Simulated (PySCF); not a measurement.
# Spinor energies of As⁺ (arsenic, charge +1)

Start: [Ar] 3d10 4s2 4p2; 4p1/2 filled at m_j = -1/2, +1/2. Calculated with PySCF 2.14 in x2c-SVPall-2c (5s6p3d, 38 functions): generalised Hartree-Fock with the X2C-1e Hamiltonian and a Gaussian nucleus; one run each with spin-orbit coupling (SO) switched off, then screened by Boettger's factors.

| spinor shell | electrons | ε, spin-free (eV) | ε, screened SO (eV) | weight of nominal j (screened SO) | rms radius, screened SO (bohr) |
| --- | --- | --- | --- | --- | --- |
| 1s1/2 | 2 | -11950.2 | -11950.0 | 1.000 | 0.0525 |
| 2s1/2 | 2 | -1581.5 | -1581.4 | 1.000 | 0.219 |
| 2p1/2 | 2 | -1383.5 | -1408.6 | 1.000 | 0.194 |
| 2p3/2 | 4 | -1383.5 | -1371.2 | 1.000 | 0.197 |
| 3s1/2 | 2 | -235.26 | -235.19 | 1.000 | 0.640 |
| 3p1/2 | 2 | -171.56 | -175.29 | 0.997 | 0.660 |
| 3p3/2 | 4 | -171.56 | -169.66 | 0.999 | 0.671 |
| 3d3/2 | 4 | -66.425 | -66.883 | 0.980 | 0.749 |
| 4s1/2 | 2 | -27.873 | -27.845 | 0.999 | 2.06 |
| 4p1/2 | 2 | -18.378 | -18.421 | 0.571 | 2.51 |

**Question.** Where does 3d5/2 lie, and what is the 3d spin-orbit splitting (screened SO)?

**Answer.** At -66.021 eV, 0.862 eV above 3d3/2.

| quantity | spin-free | screened SO |
| --- | --- | --- |
| E (hartree) | -2258.26715 | -2258.34866 |
| M_J | 0 | 0 |
| ⟨J²⟩ | 2.008 | 1.637 |
| ⟨L²⟩ | 2.006 | 2.003 |
| ⟨S²⟩ | 2.002 | 1.986 |

The determinant has a definite M_J but mixes levels of different J.

Each row is a mean over spinors that exchange with the open shell spreads, by up to 5.004 eV (4s1/2).

Rows whose weight is well below 1 are mixtures of j = l ± 1/2: exchange outweighs spin-orbit coupling there, and the label is only the starting occupation.

Without spin-orbit coupling the j labels of p, d and f shells carry no meaning; the spin-free column gives the mean over the occupied spinors of each nl shell.
